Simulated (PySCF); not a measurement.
Coordinates in bohr (charge 0 multiplicity 1):
```
Pt    0.0000    0.0000    0.0000
O     0.0000    0.0000    3.1723
O     0.0000    0.0000   -3.1723
```

Level of theory: wB97X/[Pt def2-TZVP with ECP60, O def2-TZVP], scalar-relativistic core potentials, density fitting, no spin–orbit coupling, PySCF.

This geometry of PtO₂ is a stationary point at this level.

Question: What is the point group?

Answer: D∞h.

Question: Is it a minimum?

Answer: Yes: all harmonic wavenumbers are real.

Question: List the harmonic modes with their infrared intensities.

Answer: 
| symmetry | ω (cm⁻¹) | IR (km/mol, summed over degenerate members) |
| --- | --- | --- |
| πu | 82 | 6.5 |
| σg+ | 1070 | 0.0 |
| σu+ | 1092 | 208 |

Question: What are the dipole moment and the gap between the highest occupied and lowest empty levels?

Answer: 0.00 D and 8.60 eV.

Question: Give the atomic charges and bond orders.

Answer: 
| atom | Mulliken | Löwdin | polar tensor | Mayer order to Pt1 |
| --- | --- | --- | --- | --- |
| Pt1 | 0.80 | 0.66 | 1.01 | – |
| O2,3 | -0.40 | -0.33 | -0.50 | 1.94 |
Other Mayer orders above 0.3: O–O 0.48.

In D∞h the vibrations span πu + σg+ + σu+. The σg+ mode carries no infrared intensity, as symmetry demands. With a centre of inversion only u modes can be infrared active and only g modes Raman active.

This need not be the most stable arrangement of these atoms. Spin–orbit coupling, left out here, can matter for elements this heavy.
